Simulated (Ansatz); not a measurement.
Basis sets compared for Si(OMe)Me3 (C₄H₁₂OSi). The state is a singlet with charge 0. Geometry r2SCAN-D4/def2-SVP. Ansatz on 2 threads of AMD EPYC 7R13 on a shared host; times are rough, and most runs start from earlier orbitals.

```xyz
18

Si    0.224    0.277   -0.110
O     0.362   -1.359   -0.466
C    -0.527   -2.344   -0.009
H    -0.555   -2.405    1.097
H    -0.200   -3.325   -0.390
H    -1.563   -2.174   -0.364
C     0.307    0.535    1.749
H     1.235    0.111    2.166
H    -0.542    0.063    2.270
H     0.287    1.609    2.000
C    -1.405    0.940   -0.774
H    -1.493    0.761   -1.859
H    -1.487    2.026   -0.606
H    -2.273    0.468   -0.285
C     1.675    1.079   -0.968
H     1.639    0.897   -2.054
H     2.628    0.671   -0.592
H     1.687    2.170   -0.807
```

Binding counts from free atoms (Si triplet, O triplet, C triplet, H doublet) in the same basis, without a counterpoise term.

```tsv
level	functions	energy (Eh)	HOMO (eV)	LUMO (eV)	binding per atom (eV)	wall time
HF/STO-3G	46	-516.1394	-8.34	12.89	3.74	0.25 s
HF/6-31G	82	-522.1581	-11.01	5.35	2.81	0.7 s
PBE-D4/def2-SVP	148	-523.7087	-5.89	0.64	4.05	1.9 s
PBE0-D4/def2-SVP	148	-523.7775	-7.46	1.46	4.01	2.7 s
```

**Question.** Estimate the rows for PBE-D4/def2-TZVP, PBE0-D4/def2-TZVP (with forces).

**Answer.** 
```json
{"level": "PBE-D4/def2-TZVP", "functions": "264", "energy (Eh)": "-524.0853", "HOMO (eV)": "-6.09", "LUMO (eV)": "0.11", "binding per atom (eV)": "4.04", "wall time": "3.8 s"}
{"level": "PBE0-D4/def2-TZVP (with forces)", "functions": "264", "energy (Eh)": "-524.1467", "HOMO (eV)": "-7.58", "LUMO (eV)": "0.88", "binding per atom (eV)": "4.00", "wall time": "9.5 s"}
```
